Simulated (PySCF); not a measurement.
H$_{3}$N, charge +1, doublet, geometry from GFN2-xTB (a state made from the parent by changing its charge; the spin is typed, not shown lowest); PBE/3-21G (PySCF).

PySCF was given this input:
```python
from pyscf import gto, scf, dft

mol = gto.Mole()
mol.atom = '''
    N     0.00000000   -0.00000000    0.00000000
    H     0.01502573    1.02772160   -0.01944823
    H     0.88265094   -0.52673581    0.01709961
    H    -0.89767667   -0.50098579    0.00234863
'''
mol.basis = '3-21g'
mol.charge = 1
mol.spin = 1
mol.verbose = 4
mol.build()

mf = dft.UKS(mol)
mf.xc = 'pbe'
mf.grids.level = 0
mf.kernel()
```

What the program printed (banner, timings and long lists left out):

```
PySCF version 2.14.0

[INPUT] verbose = 4
[INPUT] num. atoms = 4
[INPUT] num. electrons = 9
[INPUT] charge = 1
[INPUT] spin (= nelec alpha-beta = 2S) = 1
[INPUT] symmetry False subgroup None
[INPUT] Mole.unit = angstrom
[INPUT] Symbol           X                Y                Z      unit          X                Y                Z       unit  Magmom
[INPUT]  1 N      0.000000000000   0.000000000000   0.000000000000 AA    0.000000000000   0.000000000000   0.000000000000 Bohr   0.0
[INPUT]  2 H      0.015025730000   1.027721600000  -0.019448230000 AA    0.028394514522   1.942112356300  -0.036751828308 Bohr   0.0
[INPUT]  3 H      0.882650940000  -0.526735810000   0.017099610000 AA    1.667968540190  -0.995386420901   0.032313579737 Bohr   0.0
[INPUT]  4 H     -0.897676670000  -0.500985790000   0.002348630000 AA   -1.696363054712  -0.946725935399   0.004438267468 Bohr   0.0

nuclear repulsion = 11.7014619572811
number of shells = 11
number of NR pGTOs = 24
number of NR cGTOs = 15
basis = 3-21g
ecp = {}

******** <class 'pyscf.dft.uks.UKS'> ********
method = UKS
initial guess = minao
damping factor = 0
level_shift factor = 0
DIIS = <class 'pyscf.scf.diis.CDIIS'>
diis_start_cycle = 1
diis_space = 8
diis_damp = 0
SCF conv_tol = 1e-09
SCF conv_tol_grad = None
SCF max_cycles = 50
direct_scf = True
direct_scf_tol = 1e-13
number electrons alpha = 5  beta = 4
XC library pyscf.dft.libxc version 7.1.2
    S. Lehtola, C. Steigemann, M. J. T. Oliveira, and M. A. L. Marques,  SoftwareX 7, 1–5 (2018)
XC functionals = pbe
    J. P. Perdew, K. Burke, and M. Ernzerhof,  Phys. Rev. Lett. 77, 3865 (1996)
    J. P. Perdew, K. Burke, and M. Ernzerhof,  Phys. Rev. Lett. 78, 1396 (1997)
    J. P. Perdew, K. Burke, and M. Ernzerhof,  Phys. Rev. Lett. 77, 3865 (1996)
    J. P. Perdew, K. Burke, and M. Ernzerhof,  Phys. Rev. Lett. 78, 1396 (1997)
radial grids:
    Treutler-Ahlrichs [JCP 102, 346 (1995); DOI:10.1063/1.469408] (M4) radial grids

becke partition: Becke, JCP 88, 2547 (1988); DOI:10.1063/1.454033
pruning grids: <function nwchem_prune>
grids dens level: 0
symmetrized grids: False
atomic radii adjust function: <function treutler_atomic_radii_adjust>
small_rho_cutoff = 0
Set gradient conv threshold to 3.16228e-05
tot grids = 2928
init E= -56.0209998711093

cycle= 1 E= -55.8037326024792  delta_E= 0.217  |g|= 0.133  |ddm|= 1.04
cycle= 2 E= -55.8038309528531  delta_E= -9.84e-05  |g|= 0.155  |ddm|= 0.222
cycle= 3 E= -55.8134712646826  delta_E= -0.00964  |g|= 0.00743  |ddm|= 0.0922
cycle= 4 E= -55.8135147686423  delta_E= -4.35e-05  |g|= 0.00148  |ddm|= 0.00778
cycle= 5 E= -55.8135176439523  delta_E= -2.88e-06  |g|= 0.000182  |ddm|= 0.00263
cycle= 6 E= -55.8135176674294  delta_E= -2.35e-08  |g|= 1.39e-05  |ddm|= 0.00022
cycle= 7 E= -55.8135176675184  delta_E= -8.9e-11  |g|= 6.55e-07  |ddm|= 1.12e-05
Extra cycle  E= -55.8135176675185  delta_E= -5.68e-14  |g|= 7.16e-07  |ddm|= 9.15e-07
converged SCF energy = -55.8135176675185  <S^2> = 0.75265996  2S+1 = 2.0026582
```
